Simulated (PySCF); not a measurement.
SI: one state, many levels of theory

State: ²Π (doublet), unpaired electrons π ↑. Set-up: PySCF, spin-free X2C with a Gaussian nucleus, basis sets S x2c-TZVPPall, I x2c-TZVPPall. De refers to S + I in their high-spin ground configurations, without counterpoise correction. The functionals are run spin-unrestricted. A positive dipole means S(−)I(+). Levels whose curve was spin-contaminated or gave no clean fit are not listed.

| Level | Re (Å) | ωe (cm⁻¹) | De (eV) | μ (D) | CPU s a point (SCF and correlation, without the integrals) |
| --- | --- | --- | --- | --- | --- |
| UHF | 2.339 | 400 | 0.73 | 0.40 | 2.4 |
| UHF-CCSD | 2.324 | 399 | 1.93 | n/a | n/a |
| UHF-CCSD(T) | 2.327 | 395 | 2.13 | n/a | 150 |
| PBE | 2.323 | 401 | 2.81 | 1.26 | 2.5 |
| BLYP | 2.359 | 375 | 2.56 | 1.25 | 1.7 |
| r²SCAN | 2.314 | 408 | 2.56 | 1.11 | 3.6 |
| TPSSh | 2.315 | 406 | 2.54 | 1.10 | 5 |
| PBE0 | 2.302 | 418 | 2.50 | 1.06 | 5.3 |
| B97-3 | 2.314 | 411 | 2.47 | 1.13 | 3.3 |
| M06-2X | 2.309 | 410 | 2.14 | 0.87 | 5.3 |
| ωB97X | 2.296 | 424 | 2.34 | 1.03 | 8 |

(1) Which functional lies closest to UHF-CCSD(T) in De, which farthest, and by how much do they differ from it?

(2) What does a quarter of exact exchange do here, going from PBE to PBE0?

(3) What does the triples do here, going from UHF-CCSD to UHF-CCSD(T)?

Correlated steps freeze 23 core orbitals. These are scalar-relativistic numbers at best; spin–orbit coupling would shift them, the dissociation energy most. The state is the lowest determinant that a PBE0 search found; another state may lie lower at other levels.

The whole job (state search and all levels along the bond) took about 16 min on 2 threads of Arm Neoverse V1 (shared host), peak memory 3.2 GiB.

## Answers

(1) Closest is M06-2X (-1.8 pm in Re, +3.8 % in ωe, +0.01 eV in De against UHF-CCSD(T) in the same basis), farthest PBE (-0.4 pm in Re, +1.5 % in ωe, +0.68 eV in De). CCSD(T) converges more slowly with the basis than the functionals do and binds too weakly in this one, so the order can change at the basis-set limit.

(2) PBE0 less PBE: -2.1 pm in Re, +4.2 % in ωe, -0.31 eV in De. Exact exchange removes part of the self-interaction that spreads semilocal densities, and in most molecules shortens and stiffens the bond and lowers De; so it does here.

(3) UHF-CCSD(T) less UHF-CCSD: +0.3 pm in Re, -1.0 % in ωe, +0.20 eV in De. Correlation nearly always deepens the well. The bond lengthens, as in strong covalent bonds, where excitations into antibonding orbitals dominate.
